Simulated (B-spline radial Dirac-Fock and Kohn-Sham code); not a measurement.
# Radiative decay of the 3d3/2 hole in W⁵⁺

System: tungsten as W⁵⁺, configuration [Xe] 4f14 5d1.

Input file task.json (cfg lists n, l and occupation; rrms is the nuclear radius in fm):

```json
{"items": [{
  "Z": 74,
  "q": 5,
  "cfg": [[1, 0, 2], [2, 0, 2], [2, 1, 6], [3, 0, 2], [3, 1, 6], [3, 2, 10], [4, 0, 2], [4, 1, 6], [4, 2, 10], [4, 3, 14], [5, 0, 2], [5, 1, 6], [5, 2, 1]],
  "A": 184,
  "rrms": 5.3658,
  "do": ["binding", "quiet", "decay"],
  "holes": ["K", "L1", "L2", "L3", "M1", "M2", "M3", "M4", "M5", "N1", "N2", "N3", "N4", "N5", "N6", "N7"]
}]}
```

Run with: `python xray_run.py task.json out`

Model: one-electron (LDA, Dirac) transition rates at Dirac-Fock energies. Program: a radial atomic solver.

```
 line  multipole  energy (eV)  rate (s⁻¹)  share (%)
  Mζ2         E1       1373.6    2.54e+12       4.42
M4-N3         E1       1441.4    3.00e+11      0.523
M4-O2         E1       1826.9    4.19e+11      0.729
M4-O3         E1       1837.5    4.95e+10     0.0862
   Mβ         E1       1838.9    5.41e+13       94.2
```

The listed lines hold 100.0 % of the radiative rate. The radiative width is 0.0378 eV in the length form and 0.0382 eV in the velocity form; the two differ because the transition energies are not eigenvalue differences of the potential that gave the orbitals.

Values without a named source are computed, but for edge energies of neutral atoms, which are taken from tables.
